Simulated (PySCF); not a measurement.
Distorted geometries of Gd(OH)3

Gd(OH)3 (singlet in the valence; each metal's 4f electrons, 7 of them, lie in its core potential, out of spins and levels). PySCF 2.14.0, RKS PBE0, Gd lcecp-1-SVP with ECP53, O def2-SVP, H def2-SVP; non-relativistic Hamiltonian with scalar-relativistic core potentials where named; density fitting; no spin-orbit coupling. Relaxed geometry:

```xyz
7

Gd    0.0000    0.0000    0.0520
O     2.0698    0.0000    0.1289
H     3.0235    0.0000    0.1919
O    -1.0349    1.7925    0.1289
H    -1.5118    2.6185    0.1919
O    -1.0349   -1.7925    0.1289
H    -1.5118   -2.6185    0.1919
```

**Question.** Order these distorted geometries by energy above the relaxed one, lowest first.
A.
```xyz
7

Gd   -0.0248   -0.0277   -0.0196
O     2.1354    0.0680    0.1034
H     2.9524    0.0209    0.2614
O    -1.0310    1.8314    0.1047
H    -1.4559    2.5872    0.1600
O    -1.0058   -1.8696    0.1609
H    -1.5703   -2.6103    0.2438
```
B.
```xyz
7

Gd   -0.1313   -0.1424    0.2911
O     1.9340    0.0490    0.0607
H     3.1487    0.0965    0.1643
O    -0.9933    1.8863    0.0814
H    -1.4815    2.6091    0.1624
O    -0.9322   -1.8996    0.2667
H    -1.5446   -2.5989   -0.0121
```
C.
```xyz
7

Gd   -0.0038   -0.0213    0.1064
O     2.0310   -0.1254    0.1792
H     2.9147   -0.0166    0.1847
O    -0.9580    1.7307    0.1636
H    -1.5147    2.6054    0.1260
O    -0.9601   -1.6180    0.0524
H    -1.5090   -2.5548    0.2022
```

**Answer.** A (0.97 eV), C (1.41 eV), B (1.93 eV).

**Question.** Which forces (eV/Å) act in the one that lies 1.41 eV up?

**Answer.** 
```
Gd   3.29  3.78 -0.01
O   -3.32 -0.54 -0.02
H    4.64  0.46  0.07
O   -2.99  4.79 -0.14
H    1.83 -2.87  0.18
O   -5.78 -9.61  0.74
H    2.34  3.99 -0.81
```
Forces carry noise of the integration grid, about 0.01 to 0.03 eV/Å.

An lcecp potential fixes the number of 4f electrons, so in runs with it no electron can move into or out of that shell.
